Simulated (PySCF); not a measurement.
C₂H₅F₂NSi, SMILES C/N=C/[SiH](F)F.

Geometry: r2SCAN-D4/def2-SVP. The structure was generated by enumeration; whether it is a known compound was not checked. The values are those of a single conformer.

Two levels are set side by side: PBE/def2-TZVP (PySCF) and B3LYP/def2-TZVP (PySCF). Same geometry, gas phase. Differences are taken from unrounded values.

| quantity | B3LYP |
|---|---|
| orbital gap (eV) | 5.84 |
| highest occupied level (eV) | -7.52 |
| lowest empty level (eV) | -1.68 |
| dipole moment (D) | 2.57 |
| mean polarisability (bohr³) | 56.0 |

Problem. What does PBE give, and how far is it from B3LYP? (The exact figures need the calculation; the answer reports its results.)

Solution. 
| quantity | PBE | PBE minus B3LYP |
|---|---|---|
| orbital gap (eV) | 3.75 | -2.09 |
| highest occupied level (eV) | -6.25 | 1.27 |
| lowest empty level (eV) | -2.50 | -0.82 |
| dipole moment (D) | 2.54 | -0.03 |
| mean polarisability (bohr³) | 58.4 | 2.4 |

Without exact exchange PBE keeps part of each electron's self-repulsion, which lifts occupied levels and narrows the gap. Loosely held outer electrons make PBE densities more polarisable. Differences between two approximate levels are no errors against the true value.

Rough cost on one machine, each run with all the roots and properties that it gave: B3LYP against PBE within a factor of 2.
